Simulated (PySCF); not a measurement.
# C₆ coefficients of unlike pairs at PBE

Calculated with PySCF 2.14 from the dipole response of each species, C₆(A,B) = (3/π) ∫ α_A(iu) α_B(iu) du, in atomic units, from isotropic polarisabilities. For ions this is the dispersion term alone; charge-induced terms of lower order in 1/R come first.

```
species           configuration                                      basis      relativity  α (bohr³)  C₆ (like pair)
    Rh+           [Kr] 4d8 (3F)  aug-cc-pwCVDZ-PP with ECP28MDF (6s6p5d3f)  core potential      12.95           77.45
    Kr+  [Ar] 3d10 4s2 4p5 (2P)                aug-cc-pVQZ-DK (8s7p5d3f2g)   spin-free X2C      10.99           67.52
  P(3+)           [Ne] 3s2 (1S)                  aug-cc-pVTZ-DK (6s5p3d2f)   spin-free X2C      6.592           16.37
     N+       [He] 2s2 2p2 (3P)                     def2-TZVPPD (6s3p3d1f)            none      3.921           8.481
```

Task: Estimate C₆ for Kr+ with Rh+.

Result: The integral gives 71.93. The combination rule 2 C_A C_B / (C_A α_B/α_A + C_B α_A/α_B) gives 71.98 and the geometric mean 72.31.

No spin-orbit coupling is included.

The other pairs:

| pair | C₆ |
| --- | --- |
| N+, Kr+ | 23.91 |
| N+, P(3+) | 11.50 |
| P(3+), Rh+ | 34.65 |
| N+, Rh+ | 25.56 |
| P(3+), Kr+ | 32.59 |
